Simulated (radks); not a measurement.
Tm IV, configuration [Xe] 4f12.

All-electron calculation, non-relativistic Kohn-Sham, LDA (Slater exchange, Perdew-Wang correlation), spin-polarised, spherical densities, point nucleus; open shells are filled with parallel spins first (spin-orbit coupling, left out, can overturn this in heavy ions); relativity is left out, which matters for an element this heavy. Program: a radial shooting solver on a logarithmic mesh with Libxc functionals.

Energy parts (eV):
| part | energy |
|---|---|
| total | -351979.34 |
| kinetic | 351842.35 |
| electron-nucleus | -835768.79 |
| Hartree | 139141.84 |
| exchange-correlation | -7194.74 |

Orbitals (lengths in bohr, moments of r in powers of bohr; <r^-3> diverges for s and p1/2):
orbital	occ.	eigenvalue (eV)	<r^-3>
1s down	1	-55068.08	-
1s up	1	-55068.08	-
2s up	1	-8934.115	-
2s down	1	-8934.046	-
2p up	3	-8538.157	11360
2p down	3	-8538.115	11360
3s up	1	-2018.656	-
3s down	1	-2017.488	-
3p up	3	-1838.042	2374
3p down	3	-1836.973	2376
3d up	5	-1500.295	413.1
3d down	5	-1499.509	413.4
4s up	1	-412.6783	-
4s down	1	-410.8233	-
4p up	3	-339.7143	530.9
4p down	3	-337.8768	530.3
4d up	5	-207.9115	78.59
4d down	5	-206.1093	78.43
5s up	1	-74.9558	-
5s down	1	-74.2890	-
5p up	3	-54.9111	71.50
5p down	3	-54.3833	70.37
4f up	7	-41.7824	12.95
4f down	5	-40.1494	12.82
5d up	0	-26.0816	5.543
5d down	0	-25.8471	5.403
6s up	0	-22.3362	-
6s down	0	-22.2478	-
6p up	0	-17.3927	12.81
6p down	0	-17.3223	12.73
5f up	0	-8.9507	0.2025
5f down	0	-8.9328	0.2093

The highest occupied level is 4f down at -40.149 eV. Virial ratio -V/T = 2.00039. The electron density at the nucleus is 2.341e+05 e/bohr^3. Summed over all electrons, <r^2> = 33.68 bohr^2, which gives a Langevin (diamagnetic) susceptibility term of -26.7 x 10^-6 cm^3/mol. For comparison, the ionisation energy in NIST's Atomic Spectra Database is 42.41 eV (semi-empirical). In exact Kohn-Sham theory the highest level is minus the ionisation energy, but local and semilocal functionals leave it too shallow, through self-interaction and a potential that decays too fast; potentials with the right tail come closer. Spin moment in Bohr magnetons: 2. The spin density at the nucleus is -0.043 e/bohr^3 (1s 0.000, 2s -0.233, 3s -1.553, 4s 0.589, 5s 1.154).
